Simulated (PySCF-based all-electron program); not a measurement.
## Bond force of IF, singlet

All-electron Kohn–Sham DFT on the free molecule, computed near the basis limit with an in-house program on PySCF integrals; Koelling–Harmon scalar relativity, no spin–orbit coupling, spin-restricted. Forces are good to about 0.005 eV/Å. A positive force pushes the atoms apart.

| r (Å) | PBE (eV/Å) |
| --- | --- |
| 1.7188 | 8.132 |
| 1.9098 | 0.552 |
| 2.1008 | ? |

Fill in the missing PBE forces.

2.1008 Å: -2.347 eV/Å.

Between which listed lengths does the PBE force vanish, and at which of the two is it smaller?

Between 1.910 and 2.101 Å. The force is smaller at 1.910 Å.
